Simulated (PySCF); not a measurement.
## How methods differ on the excitation energy of Te

Te [Kr] 4d10 5s2 5p4 (3P) → Te [Kr] 4d10 5s2 5p3 5d1 (5D), as a difference of total energies. Calculation: PySCF 2.14, in aug-cc-pwCVTZ-DK3 with one added diffuse shell each of s, p, d, f type (11s10p8d5f1g, 125 functions); scalar relativity by spin-free X2C-1e. The calculations carry no spin-orbit coupling.

| method | excitation energy (cm⁻¹) |
| --- | --- |
| UHF | 47510 |
| PBEsol | 51096 |
| CAM-B3LYP | 54648 |
| wB97M-V | 53444 |

For comparison: 53676 cm⁻¹ (measured; NIST levels, between the centres of gravity of the two terms).
